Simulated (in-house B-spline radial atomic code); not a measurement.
A calculation on the rhenium ion Re²⁺: its settings, and results tabulated from the run. Method: Dirac-Kohn-Sham LC-wPBE, spherical fractional occupations, Fermi nucleus of rms radius 5.3698 fm. Calculated with a radial B-spline atomic code at the basis-set limit.

Command:
```bash
python run_scf.py task.json out
```
Settings (nuclear radius in fm, mass in u):
```
Z                75
configuration    [Xe] 4f14 5d5
hamiltonian      dirac
method           lc_wpbe
spin_polarised   False
nucleus          fermi
rms_radius       5.3698
atomic_mass      186.95575
speed_of_light   137.035999084
```

Output (hartree, bohr):
```
 radial grid: 78 intervals, B-splines of order 8, outer radius 53.7037 bohr

 iter        energy (Eh)    residual
    1      -16712.200234    5.85e-01
    2      -16712.963840    1.41e-01
    3      -16713.257741    3.30e-02
    4      -16713.279549    1.06e-02
    5      -16713.278770    1.24e-02
    6      -16713.281243    6.01e-04
    7      -16713.281252    1.68e-04
    8      -16713.281253    5.30e-05
    9      -16713.281253    6.34e-06
   10      -16713.281253    9.87e-08

 total energy                    -16713.28125
 kinetic                           18890.7697
 electron-nucleus                 -41759.6978
 Hartree                            6487.3482
 exact exchange                      -15.6207
 exchange-correlation               -316.0807

 first-order corrections (not in the total)
   Gaunt                            20.1834
   retardation                      -2.1398
   frequency dependence             -0.3527
   self-energy                      14.7685
   Uehling                          -2.8151
   Wichmann-Kroll                    0.1140
   recoil                            0.0301

 orbital      occ     eigenvalue          <r>       <r^2>       <1/r>       <r^4>       r_max    small
 1s1/2      2.000     -2629.6235    0.0180392 0.000448058     88.7178  5.4614e-07     0.01124  8.02e-02
 2s1/2      2.000      -456.3130    0.0755893    0.006819     21.6334 8.12678e-05     0.06472  1.82e-02
 2p1/2      2.000      -436.7170    0.0624665  0.00485983     21.6006 4.88131e-05     0.04803  1.83e-02
 2p3/2      4.000      -383.8191    0.0705396  0.00605758     18.0405 7.19615e-05     0.05496  1.65e-02
 3s1/2      2.000      -106.2922     0.196898   0.0444677     7.94326  0.00299121      0.1822  6.02e-03
 3p1/2      2.000       -97.5283     0.186953   0.0407506     7.85805  0.00263356      0.1705  5.96e-03
 3p3/2      4.000       -86.0400     0.201874   0.0472974     6.93671  0.00350944      0.1847  5.43e-03
 3d3/2      4.000       -71.3033     0.176499   0.0365912     6.83025  0.00237218      0.1446  5.32e-03
 3d5/2      6.000       -68.8099     0.181081   0.0383851     6.61404  0.00258848      0.1485  5.17e-03
 4s1/2      2.000       -22.8555     0.440485    0.219248     3.34082    0.069761      0.4131  1.99e-03
 4p1/2      2.000       -19.1947     0.445056    0.225643     3.23047   0.0759066      0.4126  1.90e-03
 4p3/2      4.000       -16.5173     0.478367    0.260374     2.91102    0.101024      0.4423  1.70e-03
 4d3/2      4.000       -10.5028     0.493503    0.282301      2.6977    0.128386      0.4383  1.50e-03
 4d5/2      6.000       -10.0080     0.504839    0.295255     2.62165    0.140466      0.4476  1.45e-03
 5s1/2      2.000        -3.9678      1.04038     1.21677     1.30041     2.18308      0.9402  4.51e-04
 5p1/2      2.000        -2.8436      1.13929     1.47051     1.17327     3.31268       1.005  3.76e-04
 5p3/2      4.000        -2.4377      1.23968     1.74209     1.06066     4.67333       1.087  3.21e-04
 4f5/2      6.000        -2.4335     0.575817    0.412275     2.18058    0.388235      0.4147  1.05e-03
 4f7/2      8.000        -2.3410      0.58461    0.425517     2.14902    0.416161      0.4195  1.03e-03
 5d3/2      2.000        -0.8081      1.75487     3.62405    0.742439      23.808       1.381  1.61e-04
 5d5/2      3.000        -0.7738      1.81354     3.87273    0.716682     27.2363       1.424  1.51e-04
```

Run time, properties included: 16 s on 1 thread of Arm Neoverse V2, on a shared host.

For the Dirac Hamiltonian the kinetic term is c α·p + (β - 1)c².

Caution: exact exchange at fractional occupations of open shells leaves self-interaction of up to several eV.
